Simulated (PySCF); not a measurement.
Compound: C3H5ClOSi.
Numbering: `[CH3:1][C:2]1=[C:3]([Cl:4])[O:5][SiH2:6]1` (hydrogens: H7, H8, H9 on C1; H10, H11 on Si6)

Geometry (PBE0-D3(BJ)/def2-SVP, Å), atoms numbered from 1 in this order:
```
atom  x, y, z in Å
C1    -1.498   -0.593    0.432
C2    -0.197    0.029    0.086
C3     0.126    1.311   -0.209
Cl4   -0.878    2.697   -0.315
O5     1.450    1.487   -0.463
Si6    1.611   -0.235   -0.176
H7    -1.766   -1.401   -0.266
H8    -1.485   -1.030    1.444
H9    -2.301    0.159    0.400
H10    2.510   -0.510    0.977
H11    2.098   -0.932   -1.397
```

The closed-shell ground state was solved at several levels (PySCF, density fitting, gas phase, non-relativistic).

```csv
level,basis functions,total energy (Eh),HOMO (eV),LUMO (eV),gap (eV),dipole (D)
PBE0/6-31G,72,-941.5616,-6.60,-0.41,6.19,3.37
PBE0/6-31+G*,126,-941.7046,-6.72,-0.73,5.99,2.63
B97-D/pcSseg-2,300,-942.2260,-5.51,-1.37,4.14,2.37
PBE0/aug-cc-pVDZ,191,-941.7649,-6.70,-0.72,5.98,2.48
PBE0/pcSseg-0,72,-940.3935,-6.83,-0.49,6.34,3.22
B3LYP/def2-SVPD,174,-941.9036,-6.56,-0.83,5.73,2.55
BHandHLYP/pcSseg-2,300,-942.2299,-7.76,0.13,7.89,2.66
KT2/pcSseg-2,300,-951.4609,-5.60,-1.59,4.01,2.36
PBE0/def2-SVP,117,-941.3589,-6.61,-0.21,6.40,2.30
CAM-B3LYP/def2-SVPD,174,-941.7941,-8.07,0.34,8.41,2.64
```

**Question.** Estimate the row for CAM-B3LYP/pcSseg-2, a basis of 300 functions; the other rows only guide the guess.

**Answer.** Total energy -942.2798 Eh, HOMO -8.02 eV, LUMO 0.25 eV, gap 8.27 eV, dipole 2.60 D.

**Question.** Over all these levels, which gives the widest orbital gap and which the narrowest?

**Answer.** CAM-B3LYP/def2-SVPD (range-separated hybrid) has the widest, 8.41 eV, and KT2/pcSseg-2 (GGA) the narrowest, 4.01 eV. Functional and basis both differ between the two, so the spread mixes both effects.

**Question.** How much does the basis alone move the frontier levels among the 5 PBE0 rows?

**Answer.** The HOMO by 0.23 eV and the LUMO by 0.52 eV. By rising basis size (HOMO, LUMO in eV): 6-31G -6.60, -0.41; pcSseg-0 -6.83, -0.49; def2-SVP -6.61, -0.21; 6-31+G* -6.72, -0.73; aug-cc-pVDZ -6.70, -0.72.

**Question.** How far do the dipole and the HOMO energy spread over the levels?

**Answer.** The dipole runs from 2.30 to 3.37 D (mean 2.65 D) and the HOMO from -8.07 to -5.51 eV.

B97-D is run here without its empirical dispersion term; that term would change no orbital, density or response property at a fixed geometry.
